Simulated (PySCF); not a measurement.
methanethiol (CH4S), singlet, geometry from GFN2-xTB; PBE/cc-pVDZ (PySCF).

PySCF was given this input:
```python
from pyscf import gto, scf, dft

mol = gto.Mole()
mol.atom = '''
    C    -0.05927499    1.15601846    0.01107955
    S    -0.04290118   -0.66526221   -0.00699584
    H     1.28189339   -0.79710439    0.00234827
    H    -1.10311348    1.45230554    0.00564055
    H     0.42444570    1.51749985    0.91319673
    H     0.43884321    1.53538357   -0.87572948
'''
mol.basis = 'cc-pvdz'
mol.verbose = 4
mol.build()

mf = dft.RKS(mol)
mf.xc = 'pbe'
mf.grids.atom_grid = (99, 590)
mf.grids.prune = None
mf.kernel()
```

What the program printed (banner, timings and long lists left out):

```
PySCF version 2.14.0

[INPUT] verbose = 4
[INPUT] num. atoms = 6
[INPUT] num. electrons = 26
[INPUT] charge = 0
[INPUT] spin (= nelec alpha-beta = 2S) = 0
[INPUT] symmetry False subgroup None
[INPUT] Mole.unit = angstrom
[INPUT] Symbol           X                Y                Z      unit          X                Y                Z       unit  Magmom
[INPUT]  1 C     -0.059274990000   1.156018460000   0.011079550000 AA   -0.112013497136   2.184558284341   0.020937315083 Bohr   0.0
[INPUT]  2 S     -0.042901180000  -0.665262210000  -0.006995840000 AA   -0.081071480621  -1.257163377923  -0.013220221611 Bohr   0.0
[INPUT]  3 H      1.281893390000  -0.797104390000   0.002348270000 AA    2.422427427990  -1.506308989788   0.004437587167 Bohr   0.0
[INPUT]  4 H     -1.103113480000   1.452305540000   0.005640550000 AA   -2.084582361516   2.744459719789   0.010659094692 Bohr   0.0
[INPUT]  5 H      0.424445700000   1.517499850000   0.913196730000 AA    0.802086127749   2.867659110569   1.725691717548 Bohr   0.0
[INPUT]  6 H      0.438843210000   1.535383570000  -0.875729480000 AA    0.829293478525   2.901454443457  -1.654888876408 Bohr   0.0

nuclear repulsion = 56.4091242687559
number of shells = 22
number of NR pGTOs = 95
number of NR cGTOs = 52
basis = cc-pvdz
ecp = {}

******** <class 'pyscf.dft.rks.RKS'> ********
method = RKS
initial guess = minao
damping factor = 0
level_shift factor = 0
DIIS = <class 'pyscf.scf.diis.CDIIS'>
diis_start_cycle = 1
diis_space = 8
diis_damp = 0
SCF conv_tol = 1e-09
SCF conv_tol_grad = None
SCF max_cycles = 50
direct_scf = True
direct_scf_tol = 1e-13
XC library pyscf.dft.libxc version 7.1.2
    S. Lehtola, C. Steigemann, M. J. T. Oliveira, and M. A. L. Marques,  SoftwareX 7, 1–5 (2018)
XC functionals = pbe
    J. P. Perdew, K. Burke, and M. Ernzerhof,  Phys. Rev. Lett. 77, 3865 (1996)
    J. P. Perdew, K. Burke, and M. Ernzerhof,  Phys. Rev. Lett. 78, 1396 (1997)
    J. P. Perdew, K. Burke, and M. Ernzerhof,  Phys. Rev. Lett. 77, 3865 (1996)
    J. P. Perdew, K. Burke, and M. Ernzerhof,  Phys. Rev. Lett. 78, 1396 (1997)
radial grids:
    Treutler-Ahlrichs [JCP 102, 346 (1995); DOI:10.1063/1.469408] (M4) radial grids

becke partition: Becke, JCP 88, 2547 (1988); DOI:10.1063/1.454033
pruning grids: None
grids dens level: 3
symmetrized grids: False
atomic radii adjust function: <function treutler_atomic_radii_adjust>
User specified grid scheme (99, 590)
small_rho_cutoff = 0
Set gradient conv threshold to 3.16228e-05
Initial guess from minao.
tot grids = 350464
init E= -438.433915244521
  HOMO = -0.267092968134683  LUMO = -0.0445584973149287  gap/eV = 6.05547
cycle= 1 E= -438.436801344349  delta_E= -0.00289  |g|= 0.284  |ddm|= 2.07
  HOMO = -0.153451348772879  LUMO = 0.0258922905080974  gap/eV = 4.88019
cycle= 2 E= -438.416087045417  delta_E= 0.0207  |g|=  0.4  |ddm|= 0.681
  HOMO = -0.18769195601258  LUMO = 0.00477114326035499  gap/eV = 5.23719
cycle= 3 E= -438.460866577355  delta_E= -0.0448  |g|= 0.0579  |ddm|= 0.387
  HOMO = -0.195577147611598  LUMO = 0.00139215708636486  gap/eV = 5.35981
cycle= 4 E= -438.461908315596  delta_E= -0.00104  |g|= 0.012  |ddm|= 0.0767
  HOMO = -0.194363873296315  LUMO = 0.00186372956802483  gap/eV = 5.33963
cycle= 5 E= -438.461947019408  delta_E= -3.87e-05  |g|= 0.00408  |ddm|= 0.0149
  HOMO = -0.194794924008003  LUMO = 0.00169892006801975  gap/eV = 5.34687
cycle= 6 E= -438.461952211022  delta_E= -5.19e-06  |g|= 0.000481  |ddm|= 0.00444
  HOMO = -0.19482155967686  LUMO = 0.00167225579860952  gap/eV = 5.34687
cycle= 7 E= -438.461952293333  delta_E= -8.23e-08  |g|= 0.000101  |ddm|= 0.00067
  HOMO = -0.194811958011369  LUMO = 0.00167713463268004  gap/eV = 5.34674
cycle= 8 E= -438.461952296643  delta_E= -3.31e-09  |g|= 2.76e-05  |ddm|= 0.000124
  HOMO = -0.194813805665362  LUMO = 0.00167601212792601  gap/eV = 5.34676
cycle= 9 E= -438.461952296907  delta_E= -2.64e-10  |g|= 2.18e-06  |ddm|= 3.09e-05
  HOMO = -0.194814099732326  LUMO = 0.00167560236411113  gap/eV = 5.34676
Extra cycle  E= -438.461952296908  delta_E= -1.02e-12  |g|= 1.74e-06  |ddm|= 3.86e-06
converged SCF energy = -438.461952296908
```
